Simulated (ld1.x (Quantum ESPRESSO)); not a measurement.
## Varying the TM potential for Hf (Z = 72)

Base potential:

ld1.x (Quantum ESPRESSO) 7.5 input, shortened:

```
&input
   title='Hf', zed=72., rel=1, dft='PBE', iswitch=3,
   config='[Xe] 4f14 5d2 6s2 6p0'
 /
 &inputp
   pseudotype=2, tm=.true., lloc=2,
   nlcc=.false.
 /
3
6S  1  0   2.00   0.00  2.25  2.25  0.0
6P  2  1   0.00   0.00  4.20  4.20  0.0
5D  3  2   2.00   0.00  3.05  3.05  0.0
 &test
   configts(1)='5d2 6s2 6p0'
 /
```

All-electron outer shells of the reference configuration (PBE, scalar-relativistic, ld1.x):

| shell | level (eV) | outermost node (bohr) | outermost maximum (bohr) |
| --- | --- | --- | --- |
| 5p | -35.57 | 0.60 | 1.16 |
| 4f | -16.83 | – | 0.45 |
| 6s | -5.11 | 1.37 | 2.89 |
| 5d | -2.69 | 0.67 | 1.69 |
| 6p | -1.40 | 1.66 | 4.05 |

Cutoffs, loose and tight: the cutoffs (Ry, on a coarse ladder) from which the occupation-weighted sum of valence levels, in a spherical-Bessel basis at the reference potential, stays within 10 and 1 mRy of its value at 400 Ry. They do not see the model core or the augmentation charge, which bear on the density cutoff. Test errors are all-electron minus pseudo excitation energies from the reference, over the configurations 5d2 6s1 6p0; 5d2 6s0 6p0; 5d1 6s0 6p0; 5d1 6s2 6p1; 5d2.5 6s1.5 6p0; 5d2 6s0 6p1; 5d3 6s1 6p0. A dash means not determined; rows that change the core or the reference have their own tests. The largest error is taken over the tests solved by every variant that gives reliable tests at all: 5d1 6s0 6p0; 5d2 6s0 6p0; 5d2 6s0 6p1; 5d2.5 6s1.5 6p0; 5d3 6s1 6p0.

A true bound ghost makes a file unfit for plane-wave use even where its test errors are small: the radial tests pick states by their node count and pass the ghost by. Where a test does run into it, the solver fails or the error is huge.

```tsv
change	outcome	cutoff, loose	cutoff, tight	bound ghosts	largest test error (meV)
base	generated	18 Ry	30 Ry	s	+303
wave 6p (bound): rc 4.20 bohr becomes 6p (bound): rc 3.86 bohr	generated	18 Ry	30 Ry	s	+303
core correction a·sin(br)/r model core inside 2.66 bohr	generated	18 Ry	30 Ry	s	-108
wave 5d (bound): rc 3.05 bohr becomes 5d (bound): rc 3.06 bohr	generated	18 Ry	30 Ry	s	+303
all radii scaled by about 1.39 (s 3.14, p 5.84, d 4.24 bohr)	generated	12 Ry	15 Ry	s	+304
reference 5d2 6s1.75 6p0	generated	18 Ry	30 Ry	s	+316
wave 5d (bound): rc 3.05 bohr becomes 5d (bound): rc 3.28 bohr	generated	18 Ry	30 Ry	s	+296
wave 6p (bound): rc 4.20 bohr becomes 6p (bound): rc 3.52 bohr	generated	18 Ry	30 Ry	s	+303
```

**Question.** What comes out with this change to the base: wave 6s (bound): rc 2.25 bohr becomes 6s (bound): rc 2.08 bohr?

**Answer.** outcome: generated; cutoff, loose: 18 Ry; cutoff, tight: 50 Ry; bound ghosts: s; largest test error (meV): +327.

**Question.** What comes out with this change to the base: wave 6s (bound): rc 2.25 bohr becomes 6s (bound): rc 2.02 bohr?

**Answer.** outcome: generated; cutoff, loose: 21 Ry; cutoff, tight: 55 Ry; bound ghosts: s; largest test error (meV): +338.

**Question.** What comes out with this change to the base: all radii scaled by about 1.22 (s 2.74, p 5.12, d 3.72 bohr)?

**Answer.** outcome: generated; cutoff, loose: 15 Ry; cutoff, tight: 18 Ry; bound ghosts: s; largest test error (meV): +311.
